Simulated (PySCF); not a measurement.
Computed shifts of a molecule C3H7NSi2, PySCF with PBE/pcSseg-1, GIAO, gas phase, atoms alike by connectivity averaged where their shifts nearly agree, in ppm (number of nuclei): ¹³C: 183.9 (1), 168.8 (1), 144.1 (1). ¹⁵N: 486.0 (1). ²⁹Si: -72.7 (1), -94.4 (1). ¹H: 9.39 (1), 7.40 (1), 6.72 (1), 4.63 (2), 4.27 (2). References: ¹³C against TMS (σ = 182.0 ppm); ¹⁵N against NH3 (σ = 267.0 ppm); ²⁹Si against TMS (σ = 335.4 ppm); ¹H against TMS (σ = 31.49 ppm), references at their B3LYP-D3(BJ)/def2-TZVP geometries, non-relativistic. Geometry optimised at r2SCAN-D4/def2-SVP. One conformer was computed; it need not be the lowest.

Task: Pick the molecule that these values belong to.
A) C=C1N=C[SiH2][SiH2]1
B) C#C/C([SiH3])=N\[SiH3]
C) C#C[Si@H]1C[SiH2]N1
D) C=C1[SiH2]C=N[SiH2]1

Result: A, C=C1N=C[SiH2][SiH2]1
